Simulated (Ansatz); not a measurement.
Harmonic frequencies (cm⁻¹) at PBE0-D4/def2-TZVP from Ansatz: 7, 105, 144, 192, 273, 310, 517, 660, 677, 720, 724, 751, 864, 1226, 1439, 1442, 2132, 3045, 3120, 3141, 3457.

Q: Which molecule is it?
A. `[NH2][Al]([NH2])[SH]`
B. `C[NH][Al]([Cl])[Cl]`
C. `FC[C]1=[CH][AlH]1`
D. `C#[C][Al]([CH3])[F]`

A: D.
